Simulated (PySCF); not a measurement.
Spectra and structures to be paired. The calculation used TDDFT CAM-B3LYP/def2-SVPD, vertical, gas phase, core orbitals frozen in the response in PySCF 2.14.0, density-fitted response routines. Geometries: GFN2-xTB; one conformer of each isolated species. Triplets are in the Tamm–Dancoff approximation.

A. `C#CC=C=C=CCC`
B. `C[Si](C)(C)[C@H](F)Cl`
C. `C[C@@H]([SiH3])N[SiH2]F`
D. `COC(=O)[SiH2]O[SiH3]`
E. `Cc1nnnc(C#N)c1C`

Lowest singlet levels (six at most, fewer where fewer were computed) with oscillator strengths:

1. 302 nm (f 0.000); 274 nm (f 0.787); 243 nm (f 0.000); 231 nm (f 0.000); 202 nm (f 0.002); 197 nm (f 0.058); T1 2.27 eV
2. 239 nm (f 0.004); 177 nm (f 0.027); 166 nm (f 0.008); 165 nm (f 0.028); 163 nm (f 0.038); 163 nm (f 0.001); T1 4.49 eV
3. 357 nm (f 0.001); 331 nm (f 0.004); 292 nm (f 0.002); 271 nm (f 0.001); 225 nm (f 0.077); 203 nm (f 0.064); T1 2.71 eV
4. 223 nm (f 0.007); 202 nm (f 0.003); 177 nm (f 0.002); 174 nm (f 0.004); 170 nm (f 0.171); 169 nm (f 0.024); T1 5.35 eV
5. 179 nm (f 0.025); 162 nm (f 0.003); 158 nm (f 0.009); 154 nm (f 0.011); 148 nm (f 0.101); 147 nm (f 0.013); T1 6.23 eV

**Question.** Match each spectrum to its molecule.

**Answer.** 1 = A, 2 = D, 3 = E, 4 = C, 5 = B.
- A: S1 at 4.10 eV, HOMO-1→LUMO (97%); Löwdin shares by element: HOMO carbon 65% or more (atoms not listed hold the other 35%); LUMO carbon 69% or more (atoms not listed hold the other 31%); HOMO -7.58 and LUMO -0.95 eV.
- B: S1 at 6.91 eV, HOMO→LUMO+1 (71%); Löwdin shares by element: HOMO chlorine 41%, carbon 23% or more, silicon 11%, fluorine 9% (atoms not listed hold the other 16%); LUMO carbon 22% or more, silicon 16%, hydrogen 7% or more (atoms not listed hold the other 55%); HOMO -9.31 and LUMO 1.01 eV.
- C: S1 at 5.55 eV, HOMO→LUMO (90%); Löwdin shares by element: HOMO nitrogen 48%, silicon 18%, carbon 14% or more (atoms not listed hold the other 21%); LUMO silicon 34%, hydrogen 18% or more (atoms not listed hold the other 49%); HOMO -8.09 and LUMO 0.80 eV.
- D: S1 at 5.18 eV, HOMO→LUMO (90%); Löwdin shares by element: HOMO oxygen 53% or more, carbon 15% or more, silicon 12% or more (atoms not listed hold the other 20%); LUMO oxygen 40% or more, carbon 34% or more, silicon 16% or more; HOMO -9.25 and LUMO 0.51 eV.
- E: S1 at 3.48 eV, HOMO→LUMO (97%); Löwdin shares by element: HOMO nitrogen 86% or more, carbon 5% or more; LUMO carbon 32% or more, nitrogen 30% or more (atoms not listed hold the other 38%); HOMO -8.88 and LUMO -1.65 eV; point group Cs.
